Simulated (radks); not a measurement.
The numbers below are computed, except where a source is named.
Question: Ionisation of the palladium ion Pd+, [Kr] 4d9, to Pd2+, [Kr] 4d8, under several functionals. Scalar-relativistic Kohn-Sham, spin-polarised, spherical densities, point nucleus; open shells are filled with parallel spins first (spin-orbit coupling, left out, can overturn this in heavy ions); a radial shooting solver on a logarithmic mesh with Libxc functionals. Known Delta-SCF values: SOGGA 20.143 eV; LDA (Slater exchange, Perdew-Wang correlation) 20.571 eV; BLYP 20.198 eV. What does exchange-only LDA give, and what is its highest occupied eigenvalue?

Answer: 19.003 eV by Delta-SCF; the 4d eigenvalue is -13.123 eV. NIST: 19.4 eV (semi-empirical).
